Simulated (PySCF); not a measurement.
# Computed structure and properties of Tm2H6

System: Tm2H6 (singlet in the valence; each metal's 4f electrons, 12 of them, lie in its core potential, out of spins and levels); start: template (D2h). Method: PySCF 2.14.0, RKS BP86, Tm lcecp-1-SVP with ECP58, H def2-SVP; non-relativistic Hamiltonian with scalar-relativistic core potentials where named; density fitting; no spin-orbit coupling.

Input of the relaxation:

```python
mol = gto.M(atom='''
Tm     0.00000     0.00000     1.63400
Tm    -0.00000    -0.00000    -1.63400
H      1.39730     0.00000    -0.00000
H     -1.39730    -0.00000     0.00000
H      0.00000     1.82440     2.77160
H      0.00000    -1.82440     2.77160
H     -0.00000     1.82440    -2.77160
H     -0.00000    -1.82440    -2.77160''',
    basis={'Tm': 'lcecp-1-SVP', 'H': 'def2-SVP'},
    ecp={'Tm': 'lcecp-1-SVP'},
    charge=0, spin=0)
mf = dft.RKS(mol, xc='B88,P86')
mf.grids.atom_grid = (50, 194)  # f atoms: unpruned, at least (60, 302)
mf = mf.density_fit()  # fitting sets: Tm AutoAux, H def2-universal-JKFIT
mf.conv_tol = 1e-08; mf.max_cycle = 55
mf.kernel(dm0)  # dm0: converged density of the start geometry
# quasi-Newton relaxation in Cartesian coordinates to a largest gradient under 0.00045 Eh/bohr, steps kept in the point group
```

Run from Python with OMP_NUM_THREADS=2; the lines above give its settings. Where DIIS fails, smearing, a level shift and second-order steps follow.
It took 41 s on 2 threads of Arm Neoverse V1 (shared host), from the converged density of the start.

Course of the relaxation:

```csv
step,energy above end (eV),largest force component within the symmetry (eV/Å)
0,0.5772,1.860
1,0.2881,1.359
2,0.0210,0.114
3,0.0126,0.084
4,0.0006,0.079
5,0.0003,0.055
6,0.0001,0.022
7,0.0000,0.007
```

Relaxed geometry (D2h):

```xyz
8

Tm    0.0000    0.0000    1.7392
Tm    0.0000    0.0000   -1.7392
H     1.2513    0.0000    0.0000
H    -1.2513    0.0000    0.0000
H     0.0000    1.6510    2.8195
H     0.0000   -1.6510    2.8195
H     0.0000    1.6510   -2.8195
H     0.0000   -1.6510   -2.8195
```

| contact | Å |
| --- | --- |
| Tm1–H3 (H) | 2.143 |
| Tm1–H4 (H) | 2.143 |
| Tm1–H5 (H) | 1.973 |
| Tm1–H6 (H) | 1.973 |
| Tm2–H7 (H) | 1.973 |
| Tm2–H8 (H) | 1.973 |

On the finer grid (75, 302):

```
HOMO                                                          : -5.99 eV
LUMO                                                          : -2.92 eV
Dipole about the centre of mass                               : 0.00 D
Set of Mulliken populations of Tm1 outside the core potential : s 2.72, p 6.45, d 1.17, f 0.01
D3(BJ) dispersion energy (not in the energies)                : -0.236 eV
```

```
atom  Mulliken (e)  Löwdin (e)  spin (e)
 Tm1          0.65        0.45      0.00
 Tm2          0.65        0.45      0.00
  H3         -0.29       -0.11      0.00
  H4         -0.29       -0.11      0.00
  H5         -0.18       -0.17      0.00
  H6         -0.18       -0.17      0.00
  H7         -0.18       -0.17      0.00
  H8         -0.18       -0.17      0.00
```

The 4f levels lie in the core potential and are missing. Their spin isn't counted.

On the grid (50, 194), as all that follows. Harmonic modes: a minimum; lowest 115 cm⁻¹ (negative: unstable), highest 1503 cm⁻¹, zero-point energy 0.864 eV.

Taking off one H (charge -1, singlet; the rest: singlet) in vacuum, both parts rigid, costs 11.23 eV; the small basis without counterpoise inflates it. Most of it is the attraction of opposite charges; other ways to part are cheaper, and one spin state was tried for the rest.

Rigid scan of H along the line from its metal, all other atoms held (where the atom bridges, its other bond changes as well):

```
distance to H3 (Å)  energy (eV)
              1.84        0.314
              1.94        0.125
              2.04        0.028
              2.14        0.000
              2.24        0.022
              2.34        0.080
              2.54        0.263
              2.84        0.603
              3.24        1.061
              3.74        1.656
```

One start shape was tried, so this needn't be the lowest isomer.

An lcecp potential fixes the number of 4f electrons, so in runs with it no electron can move into or out of that shell.
